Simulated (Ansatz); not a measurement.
`N[SiH](N)[SiH3]` + H₂S → `N[SiH](N)S` + SiH₄  (cleavage of the Si–Si bond)

Calculated with Ansatz (gas phase, PBE0-D4/def2-TZVP geometries, no zero-point term in ΔE). CBS: MP2 limit from def2 TZ/QZ plus the TZ coupled-cluster correction, frozen cores. This one scheme is used for every species. DFT in def2-TZVPP. B3LYP here is the variant with VWN-RPA as its local correlation; programs differ in this. HSE06 is defined as in plane-wave codes. Each species was taken in one conformer, which may not be the lowest.

Is it downhill or uphill in electronic energy at CCSD(T)/CBS, and by how much? (An estimate is asked.)

The calculation gave: Downhill: ΔE = -19.8 kcal/mol.

What do these levels give: LDA (SPW92), revPBE-D4, r2SCAN-D4, PBE0-D4, B3LYP-D4, r2SCAN0-D4, ωB97M-V, B2PLYP, HSE06, BHLYP, HF/def2-TZVPP, SCS-MP2/def2-QZVPP? (An estimate is asked.)

Ansatz gave: LDA (SPW92) -17.6, revPBE-D4 -17.6, r2SCAN-D4 -19.6, PBE0-D4 -18.1, B3LYP-D4 -19.1, r2SCAN0-D4 -20.0, ωB97M-V -20.7, B2PLYP -20.2, HSE06 -18.2, BHLYP -20.5, HF/def2-TZVPP -21.8, SCS-MP2/def2-QZVPP -21.6 kcal/mol.

Largest T1 diagnostic among the species: 0.011.

Leaving LDA and LC-ωPBE aside and taking each functional with its dispersion term where it has one, the values, not all of them listed here, spread over 3.7 kcal/mol, from ωB97M-V to PBE-D4. From PBE to PBE0 (25 % exact exchange), in def2-TZVPP and without D4, ΔE moves by −1.1 kcal/mol.
